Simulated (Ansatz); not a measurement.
Reaction (cleavage of the B–B bond): `FBB(F)F` + CH₃NH₂ → `CNB(F)F` + `BF`

Gas-phase electronic energies from Ansatz, PBE0-D4/def2-TZVP geometries. CCSD(T)/CBS adds triple-zeta CCSD(T) − MP2 to the extrapolated MP2 energy (def2 sets, frozen cores). This one scheme is used for every species. Functionals use def2-TZVPP. Each species was taken in one conformer, which may not be the lowest.

`FBB(F)F`:

```xyz
6

F     0.749   -1.698   -0.404
B     0.741   -0.385   -0.249
B    -0.704    0.407    0.241
F    -0.983    0.623    1.514
F    -1.579    0.867   -0.636
H     1.776    0.186   -0.467
```

CH₃NH₂:

Cartesian coordinates in Å:
```
C 0.061 -0.511 0.241
N 0.231 0.785 -0.392
H -0.980 -0.801 0.449
H 0.605 -0.525 1.188
H 0.502 -1.284 -0.391
H -0.162 1.519 0.183
H -0.258 0.817 -1.278
```

`CNB(F)F`:

```xyz
9

C    -0.884    0.532   -0.527
N    -0.123   -0.131    0.506
B     1.181   -0.600    0.391
F     1.873   -0.472   -0.739
F     1.786   -1.199    1.416
H    -1.173    1.543   -0.227
H    -0.275    0.609   -1.427
H    -1.791   -0.025   -0.779
H    -0.595   -0.257    1.386
```

`BF`:

```xyz
4

B     0.045   -0.021    0.006
F    -1.134    0.543   -0.157
H     0.452   -0.152    1.125
H     0.638   -0.369   -0.974
```

Question: Is it downhill or uphill in electronic energy at CCSD(T)/CBS, and by how much? (An estimate is asked.)

Answer: Computed: Downhill: ΔE = -36.7 kcal/mol.

Question: What do these levels give: ωB97X-V, revPBE, r2SCANh, r2SCAN0, CAM-B3LYP, HF/def2-QZVPP? (Best estimate.)

Answer: The calculation gave: ωB97X-V -36.1, revPBE -32.7, r2SCANh -37.7, r2SCAN0 -38.3, CAM-B3LYP -37.5, HF/def2-QZVPP -39.0 kcal/mol.

Largest T1 diagnostic among the species: 0.014.

From r2SCAN to r2SCAN0 (25 % exact exchange), in def2-TZVPP and without D4, ΔE moves by −0.9 kcal/mol. Leaving LDA and LC-ωPBE aside and taking each functional with its dispersion term where it has one, the values, not all of them listed here, spread over 4.7 kcal/mol, from BHLYP-D4 to revPBE-D4. LDA lies −3.7 kcal/mol from PBE without D4.
